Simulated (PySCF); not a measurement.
# Telling isomers of C7H10ClFO apart by NMR

[PySCF 2.14: GFN2-xTB geometry; shieldings: GIAO PBE0/pcSseg-1; fast rotation and ring inversion assumed for equivalent nuclei; a single conformation; no relativistic terms; no solvent model]

δ = σ(ref) − σ, references computed at the same level: $^{1}$H, $^{13}$C vs TMS. Splittings of carbon signals by F and P are missing where no couplings were computed. Where no couplings were computed, multiplicities follow the n + 1 count of equivalent neighbours, and m marks all less simple cases (inequivalent or close neighbours, rings, F or P nearby). Shifts are as computed. Against solution values, carbons near 30 ppm lie about +3 ppm off and those near 130 ppm about +5 ppm; carbons on Cl a further +6 ppm. Of 1211 compounds with measured shifts, 218 miss one by over three times the rms of a fit or turn the order of signals round; such compounds aren't used in these exercises. Carbons bonded to Cl come out too deshielded.

(1) Tabulate the signals of `C=C[C@](F)(C(=O)Cl)C(C)C`, `C=C[C@@](C)(C(=O)Cl)[C@@H](C)F`, `C[C@@H]1[C@@H](F)C[C@]1(C)C(=O)Cl` and their relative energies.

(2) What is the quickest way to tell C=C[C@@](C)(C(=O)Cl)[C@@H](C)F from C[C@@H]1[C@@H](F)C[C@]1(C)C(=O)Cl?

(3) What is the quickest way to tell C=C[C@](F)(C(=O)Cl)C(C)C from C[C@@H]1[C@@H](F)C[C@]1(C)C(=O)Cl?

(4) What is the quickest way to tell C=C[C@](F)(C(=O)Cl)C(C)C from C=C[C@@](C)(C(=O)Cl)[C@@H](C)F?

Answers

(1) 
```json
{"SMILES": "C=C[C@](F)(C(=O)Cl)C(C)C", "carbon types": "2×C 2×CH 1×CH2 2×CH3", "δC": "190.4, 144.1, 125.6, 105.8, 41.1, 18.2, 18.1", "δH": "6.06 (m, 1H), 5.92 (m, 1H), 5.83 (m, 1H), 2.26 (m, 1H), 1.12 (d, 3H), 1.06 (d, 3H)", "E rel. (kcal/mol)": "6.1"}
{"SMILES": "C=C[C@@](C)(C(=O)Cl)[C@@H](C)F", "carbon types": "2×C 2×CH 1×CH2 2×CH3", "δC": "190.7, 143.5, 126.7, 94.2, 63.3, 22.9, 19.0", "δH": "6.32 (m, 1H), 5.87 (m, 1H), 5.65 (m, 1H), 4.88 (m, 1H), 1.68 (s, 3H), 1.38 (m, 3H)", "E rel. (kcal/mol)": "6.7"}
{"SMILES": "C[C@@H]1[C@@H](F)C[C@]1(C)C(=O)Cl", "carbon types": "2×C 2×CH 1×CH2 2×CH3", "δC": "191.1, 90.8, 52.3, 49.1, 39.4, 29.5, 17.3", "δH": "4.57 (m, 1H), 3.28 (m, 1H), 2.39 (m, 1H), 1.92 (m, 1H), 1.66 (s, 3H), 1.32 (d, 3H)", "E rel. (kcal/mol)": "0.0"}
```

Energies are electronic energies at PBE0/pcSseg-1 on these geometries, without zero-point or thermal terms, each for the one conformer computed, which needn't be the lowest.

(2) Both give the same number of carbon signals, with the same numbers of each carbon type, so the positions decide. The first has a terminal =CH2 carbon at 126.7 ppm, the second an sp3 CH2 in a ring at 39.4 ppm. Their most deshielded carbons lie at 190.7 and 191.1 ppm. In the proton spectra the most deshielded non-exchanging signals are 6.32 (m, 1H) and 4.57 (m, 1H).

(3) Both give the same number of carbon signals, with the same numbers of each carbon type, so the positions decide. The first has a terminal =CH2 carbon at 125.6 ppm, the second an sp3 CH2 in a ring at 39.4 ppm. Their most deshielded carbons lie at 190.4 and 191.1 ppm. In the proton spectra the most deshielded non-exchanging signals are 6.06 (m, 1H) and 4.57 (m, 1H).

(4) Both give the same number of carbon signals, with the same numbers of each carbon type, so the positions decide. The first has an sp3 CH at 41.1 ppm, the second an sp3 CH bonded to F at 94.2 ppm. Their most deshielded carbons lie at 190.4 and 190.7 ppm.
